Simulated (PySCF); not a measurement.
H3NbO4, SMILES [O]=[Nb]([OH])([OH])[OH], multiplicity 1.

The structure is a stationary point at B3LYP-D3(BJ)/def2-SVP. The spin state was assumed, not searched. The def2 effective core potentials stand for the cores of Nb; spin–orbit coupling is left out. Other conformers were not sampled.

The numbers are results of PBE/def2-TZVP run with PySCF, not measurements.

Symmetry labels are those of the subgroup Cs that the program uses (full group C3v).

Computed valence orbital energies around the gap with their symmetry:
```csv
orbital,symmetry,energy (eV)
HOMO−7,A",-9.16
HOMO−6,A',-9.16
HOMO−5,A",-8.01
HOMO−4,A',-8.01
HOMO−3,A',-7.78
HOMO−2,A",-7.78
HOMO−1,A',-7.71
HOMO,A",-7.58
LUMO,A",-1.64
LUMO+1,A',-1.64
LUMO+2,A',-0.96
LUMO+3,A",-0.76
```
